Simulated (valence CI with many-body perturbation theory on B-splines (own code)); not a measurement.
**E1 line list for Yb64+**

Calculated by valence CI with perturbative core correlation (CI+MBPT): four valence electrons over a frozen Dirac-Fock core [He], a basis of 11 s, 11 p, 9 d, 7 f, 5 g, 2 h, 1 i functions for each j, with the one-electron correlation potential Σ1, the two-electron term Σ2, the three-electron term Σ3, Breit, model QED; selected CI, second order for the rest (own B-spline code, finite nucleus).

No measured spectrum was set against this ion. As an estimate, large intervals hold to a few tenths of a per cent, small ones and those within an open d or f shell to about a per cent. Among the levels kept, up to 300 cm⁻¹ of a level comes from second order outside the variational space, and about a tenth of that is noise between levels of different J, which matters for small intervals.

Lines 51 to 100 of 251 in falling wavelength, among levels below 11107 eV, chosen from the strongest by gf and those to the six lowest levels. Wavelengths and rates use the calculated energies. Electric multipoles are in the length gauge, E1 and E2 with the static RPA response of the core. Weak lines are less certain than strong ones. Lines between different terms over intervals too small for the method are left out, as are lines whose strength nearly cancels. The highest levels of a list are the least certain.

Levels are named by their leading jj configuration (3d3/2^4 stands for four electrons in 3d with j = 3/2), which in mixed levels can hold well under half, so a name can repeat and another be missing. Letters in brackets count levels of one name in rising energy.

| λ vac (Å) | Upper | Lower | A (s⁻¹) | log gf | Branch % |
| --- | --- | --- | --- | --- | --- |
| 29.03 | (2s^2 2p1/2 3p3/2) J=1 | (2s^2 2p1/2 3s) J=0 | 6.24e+11 | -0.63 | 15.3 |
| 28.92 | (2s 2p1/2^2 3p3/2) J=2 | (2s 2p1/2^2 3s) J=1 | 8.37e+11 | -0.28 | 3.2 |
| 28.87 | (2s 2p1/2 2p3/2 3p3/2) J=2 [b] | (2s 2p1/2 2p3/2 3s) J=3 | 2.47e+11 | -0.81 | 0.1 |
| 28.79 | (2s 2p1/2 2p3/2 3p3/2) J=2 [d] | (2s 2p1/2 2p3/2 3s) J=1 [b] | 5.20e+11 | -0.49 | 0.3 |
| 28.69 | (2s^2 2p3/2 3p3/2) J=2 | (2s^2 2p3/2 3s) J=1 | 5.11e+11 | -0.50 | 4.8 |
| 28.64 | (2s 2p1/2 2p3/2 3p3/2) J=1 [c] | (2s 2p1/2 2p3/2 3s) J=0 | 4.73e+11 | -0.76 | 0.2 |
| 28.32 | (2s 2p1/2 2p3/2 3p3/2) J=1 [d] | (2s 2p1/2 2p3/2 3s) J=1 [b] | 5.70e+11 | -0.69 | 1.9 |
| 28.29 | (2s 2p1/2 2p3/2 3p3/2) J=2 [a] | (2s 2p1/2 2p3/2 3s) J=2 [a] | 4.17e+11 | -0.60 | 0.1 |
| 28.22 | (2s 2p1/2 2p3/2 3p3/2) J=3 [b] | (2s 2p1/2 2p3/2 3s) J=3 | 5.31e+11 | -0.35 | 0.2 |
| 28.15 | (2s^2 2p3/2 3p3/2) J=2 | (2s^2 2p3/2 3s) J=2 | 4.98e+11 | -0.53 | 4.7 |
| 9.248 | (2s 2p1/2 2p3/2^2) J=2 [a] | (2s^2 2p1/2 2p3/2) J=1 | 1.66e+12 | -0.97 | 97.8 |
| 9.078 | (2s 2p1/2 2p3/2^2) J=3 | (2s^2 2p1/2 2p3/2) J=2 | 1.59e+12 | -0.86 | 99.0 |
| 8.869 | (2s 2p3/2^3) J=2 | (2s^2 2p3/2^2) J=2 | 5.50e+12 | -0.49 | 99.1 |
| 8.820 | (2p1/2^2 2p3/2^2) J=2 | (2s 2p1/2^2 2p3/2) J=1 | 4.92e+12 | -0.54 | 46.0 |
| 8.808 | (2p1/2 2p3/2^3) J=1 | (2s 2p1/2 2p3/2^2) J=1 [a] | 7.35e+12 | -0.59 | 43.4 |
| 8.795 | (2s 2p1/2 2p3/2 3d3/2) J=2 [c] | (2s^2 2p1/2 3d3/2) J=2 | 3.57e+12 | -0.68 | 0.8 |
| 8.791 | (2s 2p1/2 2p3/2 3p3/2) J=2 [c] | (2s^2 2p1/2 3p3/2) J=1 | 6.22e+12 | -0.44 | 2.5 |
| 8.769 | (2s 2p1/2 2p3/2 3p3/2) J=3 [c] | (2s^2 2p1/2 3p3/2) J=2 | 6.37e+12 | -0.29 | 3.4 |
| 8.754 | (2p1/2 2p3/2^3) J=2 | (2s 2p1/2 2p3/2^2) J=2 [b] | 9.87e+12 | -0.25 | 60.6 |
| 8.746 | (2p3/2^4) J=0 | (2s 2p3/2^3) J=1 | 2.22e+13 | -0.59 | 99.1 |
| 8.738 | (2s 2p1/2 2p3/2 3d3/2) J=1 [c] | (2s^2 2p1/2 3d3/2) J=2 | 4.44e+12 | -0.82 | 0.8 |
| 8.728 | (2s 2p1/2 2p3/2 3d3/2) J=2 [d] | (2s^2 2p1/2 3d3/2) J=1 | 6.10e+12 | -0.46 | 0.4 |
| 8.726 | (2s 2p1/2 2p3/2 3s) J=1 [b] | (2s^2 2p1/2 3s) J=1 | 6.40e+12 | -0.66 | 2.6 |
| 8.725 | (2s 2p1/2 2p3/2 3p1/2) J=1 [b] | (2s^2 2p1/2 3p1/2) J=1 | 7.53e+12 | -0.59 | 2.0 |
| 8.723 | (2s 2p1/2 2p3/2 3d3/2) J=3 [c] | (2s^2 2p1/2 3d3/2) J=2 | 4.94e+12 | -0.40 | 1.1 |
| 8.712 | (2s 2p1/2 2p3/2 3d5/2) J=2 [a] | (2s^2 2p1/2 3d3/2) J=2 | 2.96e+12 | -0.77 | 0.5 |
| 8.709 | (2s 2p1/2 2p3/2 3p1/2) J=2 [c] | (2s^2 2p1/2 3p1/2) J=1 | 6.68e+12 | -0.42 | 2.6 |
| 8.706 | (2s 2p1/2 2p3/2 3p1/2) J=1 [c] | (2s^2 2p1/2 3p1/2) J=0 | 7.10e+12 | -0.62 | 2.9 |
| 8.676 | (2s 2p1/2 2p3/2 3p3/2) J=1 [c] | (2s^2 2p1/2 3p3/2) J=1 | 4.54e+12 | -0.81 | 2.2 |
| 8.674 | (2s 2p1/2 2p3/2 3p3/2) J=2 [d] | (2s^2 2p1/2 3p3/2) J=2 | 6.07e+12 | -0.47 | 3.2 |
| 8.673 | (2s 2p1/2 2p3/2 3s) J=2 [c] | (2s^2 2p1/2 3s) J=1 | 6.43e+12 | -0.44 | 5.0 |
| 8.671 | (2s 2p1/2 2p3/2 3s) J=1 [c] | (2s^2 2p1/2 3s) J=0 | 6.05e+12 | -0.69 | 5.5 |
| 8.662 | (2p1/2^2 2p3/2 3p1/2) J=2 | (2s 2p1/2^2 3p1/2) J=1 | 4.84e+12 | -0.57 | 0.5 |
| 8.632 | (2p1/2^2 2p3/2 3s) J=2 | (2s 2p1/2^2 3s) J=1 | 4.78e+12 | -0.57 | 4.0 |
| 8.605 | (2s 2p1/2 2p3/2^2) J=0 | (2s^2 2p1/2 2p3/2) J=1 | 5.85e+12 | -1.19 | 99.9 |
| 8.587 | (2s 2p1/2 2p3/2^2) J=1 [a] | (2s^2 2p1/2 2p3/2) J=2 | 8.90e+11 | -1.53 | 7.7 |
| 8.554 | (2s 2p1/2^2 2p3/2) J=1 | (2s^2 2p1/2^2) J=0 | 7.37e+12 | -0.62 | 99.2 |
| 8.530 | (2s 2p1/2 2p3/2^2) J=2 [b] | (2s^2 2p1/2 2p3/2) J=2 | 1.04e+13 | -0.25 | 92.9 |
| 8.507 | (2s 2p1/2 2p3/2^2) J=1 [b] | (2s^2 2p1/2 2p3/2) J=2 | 6.66e+12 | -0.66 | 98.2 |
| 8.481 | (2s 2p1/2 2p3/2^2) J=1 [a] | (2s^2 2p1/2 2p3/2) J=1 | 1.05e+13 | -0.47 | 91.4 |
| 8.452 | (2p1/2^2 2p3/2^2) J=0 | (2s 2p1/2^2 2p3/2) J=1 | 1.19e+13 | -0.90 | 98.5 |
| 8.425 | (2s 2p1/2 2p3/2^2) J=2 [b] | (2s^2 2p1/2 2p3/2) J=1 | 7.68e+11 | -1.39 | 6.9 |
| 8.403 | (2s 2p1/2 2p3/2^2) J=1 [b] | (2s^2 2p1/2 2p3/2) J=1 | 9.21e+10 | -2.53 | 1.4 |
| 8.388 | (2s 2p3/2^3) J=1 | (2s^2 2p3/2^2) J=2 | 1.05e+13 | -0.48 | 74.3 |
| 8.333 | (2p1/2^2 2p3/2^2) J=2 | (2s 2p1/2^2 2p3/2) J=2 | 5.60e+12 | -0.54 | 52.3 |
| 8.243 | (2p1/2 2p3/2^3) J=2 | (2s 2p1/2 2p3/2^2) J=3 | 2.99e+12 | -0.82 | 18.3 |
| 1.562 | (2s 2p1/2^2 3s) J=1 | (2s 2p1/2^2 2p3/2) J=1 | 2.51e+13 | -1.56 | 14.6 |
| 1.556 | (2p1/2^2 2p3/2 3s) J=2 | (2p1/2^2 2p3/2^2) J=2 | 8.27e+13 | -0.82 | 68.8 |
| 1.555 | (2s 2p1/2^2 3s) J=0 | (2s 2p1/2^2 2p3/2) J=1 | 1.60e+14 | -1.24 | 100.0 |
| 1.548 | (2s 2p1/2 2p3/2 3s) J=3 | (2s 2p1/2 2p3/2^2) J=3 | 7.81e+13 | -0.71 | 60.3 |

How does gf follow from A for the line at 1.555 Å?

gf = 1.4992 × (2J+1)_upper × A / σ², with σ = 64300327 cm⁻¹ and 2J+1 = 1: gf = 0.0580.
